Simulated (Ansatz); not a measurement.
Isolated molecules relaxed with PBE0-D4/def2-TZVP in Ansatz; ΔE leaves out vibrations. CCSD(T)/CBS adds triple-zeta CCSD(T) − MP2 to the extrapolated MP2 energy (def2 sets, frozen cores). DFT in def2-TZVPP. B3LYP here is the variant with VWN-RPA as its local correlation; programs differ in this. HSE06 is defined as in plane-wave codes. For Se outer-core shells are correlated without core-valence functions, which leaves a few kJ/mol of doubt a bond. Scalar relativity is left out up to krypton. One conformer a species, not always the lowest.

Consider the cleavage of the B–B bond: `C=CBB(C)S` + H₂Se → `C=CB[SeH]` + `CBS`.

| level | ΔE (kJ/mol) | difference from CCSD(T)/CBS |
| --- | --- | --- |
| LDA (SPW92) | -105.0 | 0.5 |
| revPBE-D4 | -100.6 | 4.9 |
| BLYP-D4 | -100.7 | 4.8 |
| r2SCAN-D4 | -105.6 | -0.1 |
| B97M-V | -99.6 | 5.9 |
| PBE0-D4 | -101.9 | 3.6 |
| B3LYP-D4 | -101.0 | 4.5 |
| r2SCANh-D4 | -105.5 | 0.0 |
| r2SCAN0-D4 | -105.4 | 0.1 |
| HSE06-D4 | -102.3 | 3.2 |
| BHLYP-D4 | -101.7 | 3.8 |
| CAM-B3LYP-D4 | -99.9 | 5.6 |
| ωB97X-V | -99.9 | 5.6 |
| ωB97M-V | -102.5 | 3.0 |
| B2PLYP | -107.1 | -1.6 |
| PBE-QIDH | -107.7 | -2.2 |
| PBE | -104.6 | 0.9 |
| revPBE | -104.2 | 1.3 |
| BLYP | -104.3 | 1.2 |
| r2SCAN | -106.8 | -1.3 |
| PBE0 | -104.2 | 1.3 |
| B3LYP | -104.0 | 1.5 |
| r2SCAN0 | -106.8 | -1.3 |
| HSE06 | -104.5 | 1.0 |
| BHLYP | -103.9 | 1.6 |
| CAM-B3LYP | -102.3 | 3.2 |
| LC-ωPBE | -100.7 | 4.8 |
| RPA@PBE/def2-TZVPP | -105.0 | 0.5 |
| HF/def2-SVP | -104.1 | 1.4 |
| MP2/def2-SVP | -110.9 | -5.4 |
| CCSD/def2-SVP | -103.2 | 2.3 |
| CCSD(T)/def2-SVP | -104.8 | 0.7 |
| HF/def2-TZVPP | -102.8 | 2.7 |
| MP2/def2-TZVPP | -112.7 | -7.2 |
| SCS-MP2/def2-TZVPP | -109.4 | -3.9 |
| CCSD/def2-TZVPP | -104.3 | 1.2 |
| HF/def2-QZVPP | -101.9 | 3.6 |
| MP2/def2-QZVPP | -112.2 | -6.7 |
| SCS-MP2/def2-QZVPP | -108.8 | -3.3 |
| MP2/CBS(def2) | -112.3 | -6.8 |
| CCSD(T)/CBS | -105.5 | 0 |

Largest T1 diagnostic among the species: 0.013.

In def2-TZVPP, CCSD(T) changes the Hartree–Fock value by −3.0 kJ/mol (the triples alone add −1.5 kJ/mol) and MP2 by −9.9 kJ/mol. The D4 term adds +3.1 kJ/mol with B3LYP and +2.3 kJ/mol with PBE0; it sums over pairs of atoms, weighted by their polarisabilities, and B3LYP, whose exchange is more repulsive, gets the larger term. Leaving LDA and LC-ωPBE aside and taking each functional with its dispersion term where it has one, the values spread over 8.1 kJ/mol, from PBE-QIDH to B97M-V.

CCSD(T)/CBS has its own doubt, a few kJ/mol and more with outer-core shells, so smaller differences from it don't rank the levels.
